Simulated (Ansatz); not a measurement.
`C=C=C(C)BCl`, relaxed with RKS PBE0-D4/def2-TZVP in Ansatz from a PBE-D4/def2-SVP geometry. The force threshold is 0.005 eV/Å; the program also tests the step.

Charge 0, multiplicity 1.

Start:

```xyz
12

C     2.066   -0.541    1.004
C     0.912   -0.238    0.455
C    -0.272    0.075   -0.075
C    -0.531    0.056   -1.569
B    -1.348    0.456    0.968
Cl   -2.974    0.901    0.430
H     2.833    0.230    1.191
H     2.302   -1.576    1.307
H    -1.364   -0.636   -1.807
H     0.362   -0.252   -2.145
H    -0.852    1.059   -1.918
H    -1.133    0.465    2.161
```

```csv
step,energy (eV),largest force (eV/Å),largest move (Å)
1,-17436.3241,0.592,0.000
2,-17436.3703,0.284,0.061
3 (rejected),-17436.3690,0.831,0.071
4,-17436.3844,0.088,0.036
5,-17436.3845,0.143,0.017
6,-17436.3849,0.029,0.009
7,-17436.3850,0.025,0.001
8,-17436.3850,0.005,0.004
```

End:

```xyz
12

C     2.037   -0.535    0.988
C     0.897   -0.235    0.450
C    -0.271    0.075   -0.069
C    -0.520    0.054   -1.554
B    -1.337    0.454    0.966
Cl   -2.952    0.895    0.442
H     2.791    0.226    1.164
H     2.269   -1.555    1.277
H    -1.332   -0.637   -1.794
H     0.370   -0.247   -2.106
H    -0.832    1.042   -1.901
H    -1.120    0.463    2.136
```

Hardware: 4 threads of a server CPU on a shared host. Wall time 41 s, peak host memory 0.68 GiB.
